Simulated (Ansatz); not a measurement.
`[OH][Zr]([OH])([SH])[Cl]` and `[OH][Zr]([OH])([F])[SH]` differ in one element.

Ansatz, PBE0-D4/def2-TZVP geometries, multiplicity 1. Each molecule was computed in one conformer, which needn't be the lowest.

Elements past krypton have def2 core potentials.

```json
{"property": "size of the dipole moment (PBE/def2-TZVPP) / D", "`[OH][Zr]([OH])([SH])[Cl]`": "3.72"}
{"property": "HOMO–LUMO gap (B3LYP/def2-TZVPP) / eV", "`[OH][Zr]([OH])([SH])[Cl]`": "5.90"}
{"property": "LUMO energy (ωB97M-V/def2-TZVPP) / eV", "`[OH][Zr]([OH])([SH])[Cl]`": "0.49"}
{"property": "HOMO energy (B3LYP/def2-TZVPP) / eV", "`[OH][Zr]([OH])([SH])[Cl]`": "-7.19"}
{"property": "HOMO energy (ωB97M-V/def2-TZVPP) / eV", "`[OH][Zr]([OH])([SH])[Cl]`": "-9.59"}
{"property": "LUMO energy (PBE/def2-TZVPP) / eV", "`[OH][Zr]([OH])([SH])[Cl]`": "-1.90"}
```

Q: Give the same properties after the change, and the shifts. (An estimate is asked.)

A: Computed: 
```
                                      property  `[OH][Zr]([OH])([F])[SH]`  shift
size of the dipole moment (PBE/def2-TZVPP) / D                       3.45  -0.27
         HOMO–LUMO gap (B3LYP/def2-TZVPP) / eV                       6.06   0.16
         LUMO energy (ωB97M-V/def2-TZVPP) / eV                       0.49   0.00
           HOMO energy (B3LYP/def2-TZVPP) / eV                      -7.10   0.09
         HOMO energy (ωB97M-V/def2-TZVPP) / eV                      -9.51   0.08
             LUMO energy (PBE/def2-TZVPP) / eV                      -1.68   0.22
```

With PBE0 the HOMO rises by 0.10 eV and the LUMO rises by 0.28 eV, so the gap widens by about 0.18 eV. PBE moves the HOMO by 0.12 eV and ωB97M-V by 0.08 eV. Dipoles are sizes alone; their direction can turn.

B3LYP here is the variant with VWN-RPA as its local correlation; programs differ in this.
